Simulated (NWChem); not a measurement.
Species: CsBr; SMILES [Br][Cs]

```xyz
2

Cs     0.0000     0.0000    -1.2090
Br     0.0000     0.0000     1.8904
```
Atoms are numbered in this order, from 1.

All runs use the structure optimised with PBE0-D3(BJ)/def2-TZVP. def2 effective core potentials on Cs; no spin-orbit coupling.

List the 4 lowest vertical singlet excitations from PBE0/def2-SVPD with def2 effective core potentials on Cs, TDA (NWChem).


```
state  energy (eV)  oscillator strength  leading excitation (squared amplitude)
-----  -----------  -------------------  --------------------------------------
S1            3.65                0.008                      HOMO → LUMO (0.98)
S2            3.65                0.008                    HOMO−1 → LUMO (0.98)
S3            3.84                0.081                    HOMO−2 → LUMO (0.97)
S4            4.95                0.006                  HOMO−1 → LUMO+1 (0.41)
```
